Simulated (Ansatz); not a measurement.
Bond stretch in SMILES [GeH3][GeH3], singlet. The Ge1–Ge5 bond (Ge1 also carries H, H, H; Ge5 carries H, H, H) is varied alone, starting from the PBE0/def2-TZVP optimised geometry.

Computed with: UHF/cc-pVTZ (Ansatz, a program for electronic structure); RHF/cc-pVTZ (Ansatz); UKS-PBE0 = Ansatz with unrestricted PBE0/cc-pVTZ; RKS-PBE0 = restricted PBE0/cc-pVTZ in Ansatz.

Scanned distances (Å): 1.80, 1.90, 2.05, 2.16, 2.28, 2.39, 2.42, 2.49, 2.54, 2.65, 2.77, 3.01, 3.27, 3.69, 4.00, 4.40, 4.78, 5.33, 5.97, 6.47, 7.22, 8.39.

Question: Where does the unrestricted solution first break spin symmetry (<S²> of 0.01 or more)?

Answer: UHF: between 3.01 and 3.27 Å; UKS-PBE0: between 3.27 and 3.69 Å.

```tsv
R / Å	<S²> UHF	E(RHF) − E(UHF) / mEh	<S²> UKS-PBE0	E(RKS-PBE0) − E(UKS-PBE0) / mEh
1.80	0.00	0.0	0.00	0.0
1.90	0.00	0.0	0.00	0.0
2.05	0.00	0.0	0.00	0.0
2.16	0.00	0.0	0.00	0.0
2.28	0.00	0.0	0.00	0.0
2.39	0.00	0.0	0.00	0.0
2.42	0.00	0.0	0.00	0.0
2.49	0.00	0.0	0.00	0.0
2.54	0.00	0.0	0.00	0.0
2.65	0.00	0.0	0.00	0.0
2.77	0.00	0.0	0.00	0.0
3.01	0.00	0.0	0.00	0.0
3.27	0.21	1.1	0.00	0.0
3.69	0.71	19.6	0.09	0.1
4.00	0.87	38.2	0.57	5.0
4.40	0.95	61.2	0.84	15.8
4.78	0.99	80.0	0.94	25.9
5.33	1.00	101.7	0.99	37.3
5.97	1.01	119.8	1.00	45.8
6.47	1.01	130.0	1.00	50.0
7.22	1.01	140.5	1.00	53.7
8.39	1.01	150.0	1.00	56.6
```
